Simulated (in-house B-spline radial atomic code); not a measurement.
Cr⁺. Computed with a B-spline radial atomic code. Model: non-relativistic spherical atom: semilocal Troullier-Martins pseudo-atom, one channel per l, against all electrons, high spin, G0W0 and RPA with empty states to l = 8, local potential for every l without a channel, a model core (radius 0 = none) keeps its share of the functional.

What the tables leave out is listed at the end.

The pseudopotential gives back the lowest level of each angular momentum of its own functional in the configuration it was made in; a second state of the same l is only approximately right. Exact exchange, RPA and GW see the smooth pseudo-orbitals and miss the exchange with the core, for which the functional's share stands in. The column with an uncorrelated core keeps all orbitals and exact exchange, and so separates missing core correlation from pseudisation. Only the three outermost levels and the lowest empty one were computed. RPA here is direct RPA, with no exchange kernel, and its energies carry an (l + 1/2)⁻⁴ tail. A hybrid on a potential with a model core restores only its own semilocal share of the core's exchange.

Command:
```bash
python run_psgw.py task.json out
```
Settings (lengths in bohr, energies in hartree):
```
Z                      24
electrons              23
configuration          [Ar] 3d5
generated_in           [Ar] 3d5 4s1
functional             pbe,pbe
core_shells            3
radius_factor          1
core_correction        True
```

Time taken, with all properties: 31 s on 1 thread of Arm Neoverse N1, with other jobs on the host.

Given: made with PBE; model core radius 0.462 bohr; local radius 1.025 bohr; mean-field start PBE.

Valence shells of the generating configuration: 3s, 3p, 4s, 3d.

Channel: s 0.782, p 0.797, d 2.4 (radii in bohr).

Computed: largest level miss in the spin-unpolarised generating configuration 0.028 eV; valence RPA correlation energy all-electron orbitals -0.83111 hartree; valence RPA correlation energy pseudo -0.76617 hartree; all-electron RPA polarisability, core included 11.616 bohr³.

| level | occupied | mean-field all-electron (eV) | mean-field pseudo minus all (eV) | G0W0 all-electron (eV) | G0W0 uncorrelated core minus all (eV) | G0W0 pseudo minus all (eV) | exchange self-energy all-electron (eV) | exchange self-energy pseudo (eV) |
| --- | --- | --- | --- | --- | --- | --- | --- | --- |
| 3d up | 1 | -10.99 | -0.208 | -15.997 | 0.077 | -0.251 | -33.334 | -29.819 |
| 4s up (empty) | 0 | -10.285 | 0.035 | -7.1764 | 0.01 | -0.039 | -3.1937 | -2.7259 |

(1) What is the pseudo-atom RPA polarisability?

Given: mean-field start PBE0.

Computed: valence RPA correlation energy all-electron orbitals -0.78331 hartree; valence RPA correlation energy pseudo -0.72539 hartree; pseudo-atom RPA polarisability 8.1892 bohr³.

```csv
level,occupied,mean-field all-electron (eV),mean-field pseudo minus all (eV),G0W0 all-electron (eV),G0W0 uncorrelated core minus all (eV),G0W0 pseudo minus all (eV),exchange self-energy all-electron (eV),exchange self-energy pseudo (eV)
3d up,1,-12.732,-0.238,-16.43,0.061,-0.256,-33.717,-30.191
4s up (empty),0,-9.0636,0.032,-6.9021,0.01,-0.031,-2.8539,-2.444
```

(2) What is the all-electron RPA polarisability, core included?

Answers

(1) 11.095 bohr³.

(2) 8.4603 bohr³.

Among the listed levels the largest G0W0 shift of the pseudo-atom is -0.26 eV, for 3d up on the PBE0 start, while leaving the core uncorrelated moves that level by +0.06 eV. So pseudisation and the lost core exchange, not the missing core correlation, make the error. Not in the tables (levels of low weight, unsolved or above zero; the highest and the empty levels are kept at any weight): on PBE the G0W0 levels 3p down (pseudo minus all -0.68 eV, weights 0.61 and 0.62), 3p up (pseudo minus all -2.58 eV, weights 0.03 and 0.08); on PBE0 the G0W0 levels 3p down (pseudo minus all -0.37 eV, weights -0.07 and 0.77), 3p up (pseudo minus all -0.38 eV, weights 0.29 and 0.34); no Hartree-Fock pseudo-atom is run with a model core.
